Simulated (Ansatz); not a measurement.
Ansatz results at the PBE0-D4/def2-TZVP geometry: size of the dipole moment (ωB97M-V/def2-TZVPP) 0.67 D; HOMO energy (B3LYP/def2-TZVPP) -7.66 eV; LUMO energy (PBE0/def2-TZVPP) -1.91 eV.

Each molecule was computed in one conformer, which needn't be the lowest.

(1) Which molecule gave them?
A. `C=C(O)CC=O`
B. `[SiH3][SiH2]BS`
C. `BNC(=C)C`
D. `O=CC(F)(F)[SiH3]`

## Answers

(1) B. The others give `C=C(O)CC=O`: 3.24, -6.69, -0.80; `O=CC(F)(F)[SiH3]`: 2.49, -7.79, -1.87; `BNC(=C)C`: 0.96, -6.51, -0.59.

B3LYP here is the variant with VWN-RPA as its local correlation; programs differ in this.
